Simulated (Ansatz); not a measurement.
Calculated with Ansatz (gas phase, PBE0-D4/def2-TZVP geometries, no zero-point term in ΔE). CBS: MP2 limit from def2 TZ/QZ plus the TZ coupled-cluster correction, frozen cores. This one scheme is used for every species. Functionals use def2-TZVPP. Elements past krypton have def2 core potentials. For In outer-core shells are correlated without core-valence functions, which leaves a few kJ/mol of doubt a bond. One conformer a species, not always the lowest.

Reaction (hydrogenolysis of the In–C bond): `[CH3][InH][CH2][SiH3]` + H₂ → `[SiH3][CH2][InH2]` + CH₄

`[CH3][InH][CH2][SiH3]`:

```xyz
13

C    -0.730    1.169   -2.082
In    0.505   -0.365   -1.212
C     1.080   -0.167    0.870
Si   -0.267   -0.705    2.031
H    -1.781    0.915   -1.916
H    -0.540    2.135   -1.611
H    -0.568    1.252   -3.157
H     1.037   -1.758   -2.090
H     1.981   -0.759    1.046
H     1.313    0.886    1.058
H    -0.641   -2.127    1.776
H    -1.493    0.117    1.817
H     0.105   -0.593    3.470
```

H₂:

```xyz
2

H    -0.322    0.037   -0.185
H     0.322   -0.037    0.185
```

`[SiH3][CH2][InH2]`:

Z-matrix (Å, degrees):
```
Si
C 1 1.860
H 1 1.491 2 110.4
H 1 1.490 2 113.1 3 120.7
H 1 1.491 2 110.4 3 -118.5
In 2 2.161 1 112.9 3 59.1
H 2 1.093 1 109.3 3 179.8
H 2 1.094 1 109.3 3 -61.5
H 6 1.726 2 119.1 1 -89.8
H 6 1.726 2 119.1 1 90.2
```

CH₄:

```xyz
5

C     0.000    0.000    0.000
H     0.824    0.185   -0.688
H     0.283   -0.782    0.704
H    -0.878   -0.317   -0.562
H    -0.229    0.914    0.546
```

| species | r2SCAN energy (Eh) |
| --- | --- |
| `[CH3][InH][CH2][SiH3]` | -561.25996 |
| H₂ | -1.17128 |
| `[SiH3][CH2][InH2]` | -521.94825 |
| CH₄ | -40.50087 |

Question: Work out ΔE.

Answer: ΔE = (-521.94825) + (-40.50087) − (-561.25996) − (-1.17128) = -0.01788 Eh = -46.9 kJ/mol. CCSD(T)/CBS gives -39.2 kJ/mol.

Largest T1 diagnostic among the species: 0.013.

From PBE to PBE0 (25 % exact exchange), in def2-TZVPP and without D4, ΔE moves by −4.4 kJ/mol. In def2-TZVPP, CCSD(T) changes the Hartree–Fock value by +29.0 kJ/mol (the triples alone add +5.1 kJ/mol) and MP2 by +37.3 kJ/mol.
